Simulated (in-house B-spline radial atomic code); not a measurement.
Ionisation energies along the 31-electron series, configuration 1s2 2s2 2p6 3s2 3p6 3d10 4s2 4p1/2(1), as differences of self-consistent energies. Dirac energy differences include first-order Breit, QED and recoil terms. NIST's values go from ground level to ground level; the uncertainty of those that are theory runs from under 0.1 % in few-electron ions to several per cent in heavy many-electron ones. Computed with a radial B-spline atomic code at the basis-set limit: Dirac-Hartree-Fock, jj configuration that fills j = l - 1/2 first, finite nuclei.

```json
{"ion": "Ga", "configuration after": "[Ar] 3d10 4s2", "ionisation energy (eV)": "5.51", "IE/(q+1)² (eV)": "5.5093", "-ε less Coulomb ΔSCF (eV)": "0.19882", "Breit and QED recoil part (eV)": "-0.0016358", "tabulated value (eV)": "5.999302", "computed minus tabulated (eV)": "-0.49"}
{"ion": "Ge+", "configuration after": "[Ar] 3d10 4s2", "ionisation energy (eV)": "15.29", "IE/(q+1)² (eV)": "3.8216", "-ε less Coulomb ΔSCF (eV)": "0.21584", "Breit and QED recoil part (eV)": "-0.0063664", "tabulated value (eV)": "15.93461", "computed minus tabulated (eV)": "-0.65"}
{"ion": "As2+", "configuration after": "[Ar] 3d10 4s2", "ionisation energy (eV)": "?", "IE/(q+1)² (eV)": "?", "-ε less Coulomb ΔSCF (eV)": "?", "Breit and QED recoil part (eV)": "?", "tabulated value (eV)": "?", "computed minus tabulated (eV)": "?"}
{"ion": "Se3+", "configuration after": "[Ar] 3d10 4s2", "ionisation energy (eV)": "42.17", "IE/(q+1)² (eV)": "2.6354", "-ε less Coulomb ΔSCF (eV)": "0.21737", "Breit and QED recoil part (eV)": "-0.020036", "tabulated value (eV)": "42.947", "computed minus tabulated (eV)": "-0.78"}
{"ion": "Br4+", "configuration after": "[Ar] 3d10 4s2", "ionisation energy (eV)": "58.83", "IE/(q+1)² (eV)": "2.3531", "-ε less Coulomb ΔSCF (eV)": "0.21855", "Breit and QED recoil part (eV)": "-0.029067", "tabulated value (eV)": "59.595", "computed minus tabulated (eV)": "-0.77"}
{"ion": "Kr5+", "configuration after": "[Ar] 3d10 4s2", "ionisation energy (eV)": "?", "IE/(q+1)² (eV)": "?", "-ε less Coulomb ΔSCF (eV)": "?", "Breit and QED recoil part (eV)": "?", "tabulated value (eV)": "?", "computed minus tabulated (eV)": "?"}
{"ion": "Rb6+", "configuration after": "[Ar] 3d10 4s2", "ionisation energy (eV)": "98.13", "IE/(q+1)² (eV)": "2.0027", "-ε less Coulomb ΔSCF (eV)": "0.22332", "Breit and QED recoil part (eV)": "-0.051942", "tabulated value (eV)": "98.67", "computed minus tabulated (eV)": "-0.54"}
{"ion": "Sr7+", "configuration after": "[Ar] 3d10 4s2", "ionisation energy (eV)": "120.69", "IE/(q+1)² (eV)": "1.8858", "-ε less Coulomb ΔSCF (eV)": "0.2265", "Breit and QED recoil part (eV)": "-0.065991", "tabulated value (eV)": "121.21", "computed minus tabulated (eV)": "-0.52"}
{"ion": "Zr9+", "configuration after": "[Ar] 3d10 4s2", "ionisation energy (eV)": "171.48", "IE/(q+1)² (eV)": "1.7148", "-ε less Coulomb ΔSCF (eV)": "0.23366", "Breit and QED recoil part (eV)": "-0.099842", "tabulated value (eV)": "172.02", "computed minus tabulated (eV)": "-0.54"}
{"ion": "Nb10+", "configuration after": "[Ar] 3d10 4s2", "ionisation energy (eV)": "199.69", "IE/(q+1)² (eV)": "1.6503", "-ε less Coulomb ΔSCF (eV)": "0.23745", "Breit and QED recoil part (eV)": "-0.11985", "tabulated value (eV)": "200.28", "computed minus tabulated (eV)": "-0.59"}
{"ion": "Mo11+", "configuration after": "[Ar] 3d10 4s2", "ionisation energy (eV)": "229.76", "IE/(q+1)² (eV)": "1.5955", "-ε less Coulomb ΔSCF (eV)": "0.24131", "Breit and QED recoil part (eV)": "-0.14204", "tabulated value (eV)": "230.28", "computed minus tabulated (eV)": "-0.52"}
{"ion": "Tc12+", "configuration after": "[Ar] 3d10 4s2", "ionisation energy (eV)": "?", "IE/(q+1)² (eV)": "?", "-ε less Coulomb ΔSCF (eV)": "?", "Breit and QED recoil part (eV)": "?", "tabulated value (eV)": "?", "computed minus tabulated (eV)": "?"}
{"ion": "Ru13+", "configuration after": "[Ar] 3d10 4s2", "ionisation energy (eV)": "295.47", "IE/(q+1)² (eV)": "1.5075", "-ε less Coulomb ΔSCF (eV)": "0.24909", "Breit and QED recoil part (eV)": "-0.19354", "tabulated value (eV)": "295.9", "computed minus tabulated (eV)": "-0.43"}
```

Fill in the row of As2+.

ionisation energy (eV): 27.60; IE/(q+1)² (eV): 3.0671; -ε less Coulomb ΔSCF (eV): 0.21704; Breit and QED recoil part (eV): -0.012498; tabulated value (eV): 28.349; computed minus tabulated (eV): -0.74.

Fill in the row of Kr5+.

ionisation energy (eV): 77.50; IE/(q+1)² (eV): 2.1528; -ε less Coulomb ΔSCF (eV): 0.2206; Breit and QED recoil part (eV): -0.039663; tabulated value (eV): 78.49; computed minus tabulated (eV): -0.99.

Fill in the row of Tc12+.

ionisation energy (eV): 261.69; IE/(q+1)² (eV): 1.5484; -ε less Coulomb ΔSCF (eV): 0.2452; Breit and QED recoil part (eV): -0.16659; tabulated value (eV): 262.08; computed minus tabulated (eV): -0.39.

How far is this level of theory from the measured and semi-empirical values?

Over those 13 rows the differences run from -0.99 to -0.393 eV (mean absolute value 0.61 eV). The calculation leaves out correlation and, in open shells, the multiplet splittings that an average leaves out.
